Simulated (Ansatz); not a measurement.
Program: Ansatz. Geometries: PBE0-D4/def2-TZVP. ΔE: electronic, gas phase. CCSD(T)/CBS is the MP2 limit (def2-TZVPP, def2-QZVPP) plus CCSD(T) − MP2 in def2-TZVPP, frozen cores. This one scheme is used for every species. Functionals use def2-TZVPP. Each species was taken in one conformer, which may not be the lowest.

Consider the formal hydrolysis of the Si–C bond: `OC[SiH]1[SiH2][SiH2]1` + H₂O → `O[SiH]1[SiH2][SiH2]1` + CH₃OH.

| species | CAM-B3LYP energy (Eh) |
| --- | --- |
| `OC[SiH]1[SiH2][SiH2]1` | -986.60324 |
| H₂O | -76.43858 |
| `O[SiH]1[SiH2][SiH2]1` | -947.35416 |
| CH₃OH | -115.72462 |

(1) Work out ΔE.

(2) What do rigid-rotor, harmonic-oscillator terms from PBE0-D4/def2-TZVP frequencies (298.15 K, 1 bar) make of the CCSD(T)/CBS value? (An estimate is asked.)

Largest T1 diagnostic among the species: 0.015.

## Answers

(1) ΔE = (-947.35416) + (-115.72462) − (-986.60324) − (-76.43858) = -0.03696 Eh = -23.2 kcal/mol. CCSD(T)/CBS gives -19.9 kcal/mol.

(2) The calculation gave: ΔZPE = +1.1 kcal/mol, ΔH = -19.4 kcal/mol, ΔS = 15 J/(mol·K), ΔG = -20.4 kcal/mol.

The D4 term adds +1.6 kcal/mol with B3LYP and +0.9 kcal/mol with PBE0; it sums over pairs of atoms, weighted by their polarisabilities, and B3LYP, whose exchange is more repulsive, gets the larger term. From BLYP to BHLYP (50 % exact exchange), in def2-TZVPP and without D4, ΔE moves by −1.0 kcal/mol.

B3LYP here is the variant with VWN-RPA as its local correlation; programs differ in this.
